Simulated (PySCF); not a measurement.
As³⁺ (arsenic, charge +3): BHandHLYP calculation

Configuration: [Ar] 3d10 4s2, closed-shell 1S. All numbers are calculated (PySCF 2.14, scalar relativity by spin-free X2C-1e, in dyall-av3z (24s17p11d2f, 144 functions)).

```
Total energy                        : -2258.691 hartree
One-electron energy                 : -3105.373 hartree
Hartree (Coulomb) energy            : 930.100 hartree
Exchange-correlation energy         : -83.418 hartree
⟨S²⟩                                : 0.0000
⟨L²⟩                                : 0.000
Sum of ⟨r⟩                          : 16.65 bohr
Sum of ⟨r²⟩                         : 16.43 bohr²
Langevin diamagnetic susceptibility : -13.0 ×10⁻⁶ cm³/mol
Time after the integrals            : about 7 core-seconds
```

| shell | electrons | mean orbital energy (eV) | rms radius, mean of both spins (bohr) |
| --- | --- | --- | --- |
| 1s | 2 | -11863.0 | 0.0524 |
| 2s | 2 | -1564.3 | 0.220 |
| 2p | 6 | -1373.8 | 0.196 |
| 3s | 2 | -242.62 | 0.640 |
| 3p | 6 | -182.45 | 0.668 |
| 3d | 10 | -83.401 | 0.747 |
| 4s | 2 | -46.812 | 1.87 |

Densities and radii are taken from the X2C orbitals without a picture-change correction, which distorts them close to the nucleus.
